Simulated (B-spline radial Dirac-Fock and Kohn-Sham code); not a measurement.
What relativity does to the binding energies of Pr⁴⁰⁺

System: Pr⁴⁰⁺, configuration [Ar] 3d1.

Both columns are ΔSCF binding energies of the configuration average from a radial finite-basis atomic code: non-relativistic Hartree-Fock with a point nucleus, and Dirac-Fock with a finite nucleus and the Coulomb interaction alone, averaged over the two j levels with weights 2j+1.

| shell | Hartree-Fock (eV) | Dirac-Fock (eV) | shift (eV) | shift (%) |
| --- | --- | --- | --- | --- |
| 1s | 42355.9 | 44478.1 | +2122.20 | +5.01 |
| 2s | 8543.1 | 9105.1 | +562.00 | +6.58 |
| 2p | 8210.1 | 8397.5 | +187.44 | +2.28 |
| 3s | 3247.9 | 3407.4 | +159.45 | +4.91 |
| 3p | 3108.1 | 3173.4 | +65.33 | +2.10 |
| 3d | 2923.2 | 2925.8 | +2.56 | +0.09 |

Relativity binds 1s, 2s, 2p, 3s, 3p, 3d more strongly, among those listed most of all 2s in relative terms.

Values without a named source are computed, but for edge energies of neutral atoms, which are taken from tables.
